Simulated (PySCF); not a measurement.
Compound: C2H7FOSi2.
Structure used (GFN2-xTB), in Å, numbered top down from 1:
```
atom  x, y, z in Å
C1     2.730    0.015   -0.224
C2     1.425    0.241   -0.255
Si3    0.189   -0.422    1.001
O4    -1.306   -0.349    0.352
Si5   -2.564    0.131   -0.515
F6    -2.205    1.561   -1.156
H7     3.410    0.419   -0.958
H8     3.180   -0.592    0.546
H9     1.030    0.858   -1.054
H10    0.144    0.399    2.213
H11    0.373   -1.845    1.285
H12   -3.678    0.356    0.384
H13   -2.733   -0.772   -1.637
```

A PySCF run (density fitting, gas phase, GFN2-xTB geometry) gave HOMO -6.93 eV, LUMO -1.56 eV, dipole 1.19 D.

Question: Which of these levels was it?
A. PBE/pcSseg-1
B. PBE0/pcSseg-1
C. B3LYP/def2-SVPD

Answer: A. It is PBE/pcSseg-1. All candidates on this geometry:

| level and settings | kind | basis functions | SCF cycles | E (Eh) | HOMO (eV) | LUMO (eV) | dipole (D) |
| --- | --- | --- | --- | --- | --- | --- | --- |
| PBE/pcSseg-1, energy threshold 1e-06 Eh | GGA | 151 | 9 | -833.9559 | -6.93 | -1.56 | 1.19 |
| B3LYP/def2-SVPD | global hybrid | 190 | 13 | -834.2746 | -7.87 | -0.86 | 1.24 |
| PBE0/pcSseg-1 | global hybrid | 151 | 13 | -834.0223 | -8.09 | -0.55 | 1.27 |

The nearest other candidate, by the summed differences of HOMO and LUMO, is B3LYP/def2-SVPD: its HOMO differs by -0.94 eV and its LUMO by +0.70 eV. Cycle counts include a coarse-grid stage where the run had one.
